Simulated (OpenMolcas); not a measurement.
## Ni4+: moving or changing the point charges

Ni4+ among 2 point charges of -2.5 e arranged as a linear pair (D∞h), 2.11 Å from the ion.

```json
{
  "Program": "OpenMolcas 26.06",
  "Method": "SS-CASPT2, IPEA 0.25 Eh, imaginary shift 0.1 Eh (closed shells correlated: 3s 3p)",
  "Basis": "ANO-RCC-VDZP [5s4p2d1f]",
  "Scalar Hamiltonian": "DKH2, point nucleus",
  "Active space": "6 electrons in 5 orbitals (3d)",
  "State averaging": "2S+1 = 5 even, 5 roots; 2S+1 = 3 even, 45 roots; 2S+1 = 1 even, 50 roots",
  "Spin-orbit coupling": "RASSI with atomic mean-field integrals over the reference wave functions"
}
```

Runs around this geometry, states (labels by Λ). Energies in cm-1 above the lowest state or level, χT in cm3 K/mol.

| R (Å) | q (e) | Ground state | First state of that spin | First gap with spin-orbit (degeneracies) | χT at 300 K | First state of another spin |
| --- | --- | --- | --- | --- | --- | --- |
| 2.11 | -1.25 | 5Δ | 5Π 3460 | 390 (2, 2) | 5.190 | 3Σ 29270 |
| 2 | -2.5 | 5Δ | 5Π 8070 | 420 (2, 2) | 5.122 | 3Φ 29770 |
| 2.11 | -2.5 | 5Δ | 5Π 6950 | 420 (2, 2) | 5.130 | 3Φ 29830 |
| 2.2 | -2.5 | 5Δ | 5Π 6180 | 420 (2, 2) | 5.138 | 3Φ 29850 |

Taking the first state of the same spin as R^-n, n = -ln(6180 / 8070) / ln(2.2 / 2) = 2.8 between the shortest and longest distance.

Scaling the charges by -1.25 / -2.5 = 0.50 scales the first state of the same spin by 3460 / 6950 = 0.50; with fixed orbitals a first-order splitting would follow the charge.

Roots that are degenerate in the reference are averaged as groups; the widest CASPT2 spread within a group is 20 cm-1 (the 2-fold group of multiplicity 3 near 30600 cm-1 above the lowest state of its run, R = 2.11, q = -2.5). Shifts and gaps below about the spread of the groups concerned are not significant. Point charges give a weaker field than real ligands, and real ions of this kind are often low spin; the high spin found here belongs to the model. Free-ion shares, where given, are those of the reference states; single-state CASPT2 does not remix them. This is an electrostatic model: the charges have no orbitals. No measured value stands beside these numbers.
